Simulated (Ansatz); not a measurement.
MnF2. The state is a quartet with charge 0. Geometry PBE0-D4/def2-TZVP.

Cartesian coordinates in Å:
```
Mn -0.0001 -0.0012 0.0009
F 1.4281 0.5530 0.8907
F -1.4280 -0.5519 -0.8916
```

The 6-31G sets use Cartesian d functions. B3LYP takes the VWN-RPA correlation. At PBE-D4/def2-TZVP, revPBE-D4/def2-TZVP, B3LYP-D4/6-31G, CAM-B3LYP-D4/def2-TZVP and others the charge 0 quartet is spin-contaminated (final ⟨S²⟩ up to 4.75, 3.75 for a pure state). At PBE0-D4/def2-TZVP a sextet of charge 0 lies 1.81 eV below the quartet, each at its own geometry.

**Question.** Estimate the α-spin orbital energies around the gap (eV) in Ansatz with PBE-D4/def2-TZVP, revPBE-D4/def2-TZVP, B3LYP-D4/6-31G, CAM-B3LYP-D4/def2-TZVP, ωB97M-V/def2-TZVP.

**Answer.** 
```json
{"orbital": "HOMO−5", "PBE-D4/def2-TZVP": "-9.24", "revPBE-D4/def2-TZVP": "-9.11", "B3LYP-D4/6-31G": "-10.18", "CAM-B3LYP-D4/def2-TZVP": "-12.76", "ωB97M-V/def2-TZVP": "-13.76"}
{"orbital": "HOMO−4", "PBE-D4/def2-TZVP": "-9.20", "revPBE-D4/def2-TZVP": "-9.07", "B3LYP-D4/6-31G": "-10.11", "CAM-B3LYP-D4/def2-TZVP": "-12.72", "ωB97M-V/def2-TZVP": "-13.67"}
{"orbital": "HOMO−3", "PBE-D4/def2-TZVP": "-7.60", "revPBE-D4/def2-TZVP": "-7.49", "B3LYP-D4/6-31G": "-9.93", "CAM-B3LYP-D4/def2-TZVP": "-12.29", "ωB97M-V/def2-TZVP": "-13.55"}
{"orbital": "HOMO−2", "PBE-D4/def2-TZVP": "-7.28", "revPBE-D4/def2-TZVP": "-7.13", "B3LYP-D4/6-31G": "-9.93", "CAM-B3LYP-D4/def2-TZVP": "-12.09", "ωB97M-V/def2-TZVP": "-13.48"}
{"orbital": "HOMO−1", "PBE-D4/def2-TZVP": "-6.37", "revPBE-D4/def2-TZVP": "-6.26", "B3LYP-D4/6-31G": "-8.13", "CAM-B3LYP-D4/def2-TZVP": "-10.61", "ωB97M-V/def2-TZVP": "-11.71"}
{"orbital": "HOMO", "PBE-D4/def2-TZVP": "-6.34", "revPBE-D4/def2-TZVP": "-6.25", "B3LYP-D4/6-31G": "-8.13", "CAM-B3LYP-D4/def2-TZVP": "-10.56", "ωB97M-V/def2-TZVP": "-11.63"}
{"orbital": "LUMO", "PBE-D4/def2-TZVP": "-5.60", "revPBE-D4/def2-TZVP": "-5.43", "B3LYP-D4/6-31G": "-4.57", "CAM-B3LYP-D4/def2-TZVP": "-3.18", "ωB97M-V/def2-TZVP": "-2.44"}
{"orbital": "LUMO+1", "PBE-D4/def2-TZVP": "-1.14", "revPBE-D4/def2-TZVP": "-1.09", "B3LYP-D4/6-31G": "-0.32", "CAM-B3LYP-D4/def2-TZVP": "0.74", "ωB97M-V/def2-TZVP": "1.25"}
{"orbital": "LUMO+2", "PBE-D4/def2-TZVP": "0.43", "revPBE-D4/def2-TZVP": "0.58", "B3LYP-D4/6-31G": "-0.13", "CAM-B3LYP-D4/def2-TZVP": "2.35", "ωB97M-V/def2-TZVP": "3.12"}
{"orbital": "LUMO+3", "PBE-D4/def2-TZVP": "1.07", "revPBE-D4/def2-TZVP": "1.27", "B3LYP-D4/6-31G": "-0.13", "CAM-B3LYP-D4/def2-TZVP": "2.75", "ωB97M-V/def2-TZVP": "3.20"}
{"orbital": "LUMO+4", "PBE-D4/def2-TZVP": "3.36", "revPBE-D4/def2-TZVP": "3.36", "B3LYP-D4/6-31G": "1.47", "CAM-B3LYP-D4/def2-TZVP": "4.92", "ωB97M-V/def2-TZVP": "5.07"}
{"orbital": "LUMO+5", "PBE-D4/def2-TZVP": "3.95", "revPBE-D4/def2-TZVP": "3.93", "B3LYP-D4/6-31G": "4.08", "CAM-B3LYP-D4/def2-TZVP": "4.99", "ωB97M-V/def2-TZVP": "5.09"}
{"orbital": "β HOMO", "PBE-D4/def2-TZVP": "-5.58", "revPBE-D4/def2-TZVP": "-5.52", "B3LYP-D4/6-31G": "-6.48", "CAM-B3LYP-D4/def2-TZVP": "-8.85", "ωB97M-V/def2-TZVP": "-9.66"}
{"orbital": "β LUMO", "PBE-D4/def2-TZVP": "-4.36", "revPBE-D4/def2-TZVP": "-4.14", "B3LYP-D4/6-31G": "-2.34", "CAM-B3LYP-D4/def2-TZVP": "-1.74", "ωB97M-V/def2-TZVP": "-0.46"}
```
